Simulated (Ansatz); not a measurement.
One change: `[CH3][SnH2][GeH3]` becomes `[CH3][SnH2][SeH]`.

Ansatz, PBE0-D4/def2-TZVP geometries, multiplicity 1. Each molecule was computed in one conformer, which needn't be the lowest.

Elements past krypton have def2 core potentials. Scalar relativity is left out up to krypton. Spin–orbit coupling is left out; it splits and shifts lone-pair levels of the heavy atoms by tenths of an eV.

| property | `[CH3][SnH2][GeH3]` |
| --- | --- |
| HOMO–LUMO gap (PBE/def2-TZVPP) / eV | 5.88 |
| HOMO–LUMO gap (ωB97M-V/def2-TZVPP) / eV | 11.09 |
| HOMO–LUMO gap (B3LYP/def2-TZVPP) / eV | 7.24 |
| HOMO–LUMO gap (PBE0/def2-TZVPP) / eV | 7.70 |
| HOMO energy (B3LYP/def2-TZVPP) / eV | -7.45 |
| LUMO energy (PBE/def2-TZVPP) / eV | -0.74 |

(1) What does the change do to each property? (Estimate.)

## Answers

(1) The calculation gave: 
| property | `[CH3][SnH2][SeH]` | shift |
| --- | --- | --- |
| HOMO–LUMO gap (PBE/def2-TZVPP) / eV | 4.35 | -1.53 |
| HOMO–LUMO gap (ωB97M-V/def2-TZVPP) / eV | 10.09 | -1.00 |
| HOMO–LUMO gap (B3LYP/def2-TZVPP) / eV | 5.80 | -1.44 |
| HOMO–LUMO gap (PBE0/def2-TZVPP) / eV | 6.32 | -1.38 |
| HOMO energy (B3LYP/def2-TZVPP) / eV | -6.54 | 0.91 |
| LUMO energy (PBE/def2-TZVPP) / eV | -1.29 | -0.55 |

With PBE0 the HOMO rises by 0.88 eV and the LUMO falls by 0.51 eV, so the gap narrows by about 1.39 eV. PBE moves the HOMO by 0.98 eV and ωB97M-V by 0.73 eV. The zero-point energy changes by -39.8 kJ/mol with -6 modes.

B3LYP here is the variant with VWN-RPA as its local correlation; programs differ in this.

Positive LUMOs are unbound, so they and the gaps depend on the basis.
